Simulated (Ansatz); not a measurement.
Consider the atomization: `C[O][Al]([F])[O][SiH3]` → Al• + C• + F• + 6 H• + 2 O• + Si•.

Isolated molecules relaxed with PBE0-D4/def2-TZVP in Ansatz; ΔE leaves out vibrations. CCSD(T)/CBS adds triple-zeta CCSD(T) − MP2 to the extrapolated MP2 energy (def2 sets, frozen cores). This one scheme is used for every species, atoms too. DFT in def2-TZVPP. B3LYP here is the variant with VWN-RPA as its local correlation; programs differ in this. No spin–orbit coupling; open shells (•) take unrestricted orbitals. Spin–orbit coupling would lower the free atoms: a little for Al, C, F, O, Si. One conformer a species, not always the lowest.

```tsv
level	ΔE (eV)	difference from CCSD(T)/CBS
PBE-D4	47.91	-0.12
B3LYP-D4	47.58	-0.45
ωB97X-V	47.88	-0.15
ωB97M-V	47.82	-0.21
B2PLYP	47.33	-0.70
PBE	47.67	-0.36
PBE0	46.90	-1.13
B3LYP	47.20	-0.83
HF/def2-TZVPP	35.57	-12.46
MP2/def2-TZVPP	47.82	-0.21
SCS-MP2/def2-TZVPP	47.52	-0.51
CCSD/def2-TZVPP	46.10	-1.93
CCSD(T)/def2-TZVPP	46.70	-1.33
HF/def2-QZVPP	35.72	-12.31
SCS-MP2/def2-QZVPP	48.42	0.39
HF/CBS(def2)	35.74	-12.29
CCSD(T)/CBS	48.03	0
```

Largest T1 diagnostic among the species: 0.018.

From PBE to PBE0 (25 % exact exchange), in def2-TZVPP and without D4, ΔE moves by −0.78 eV: exact exchange takes away binding that semilocal exchange gives to molecules. In def2-TZVPP, CCSD(T) changes the Hartree–Fock value by +11.13 eV (the triples alone add +0.60 eV) and MP2 by +12.25 eV; breaking electron pairs costs correlation energy, which Hartree–Fock lacks.

For atomizations the MP2-based limit and the directly extrapolated one differ by several kJ/mol either way, and by 10 to 25 for some Ge, Se and Sn compounds, so smaller differences from it don't rank the levels.
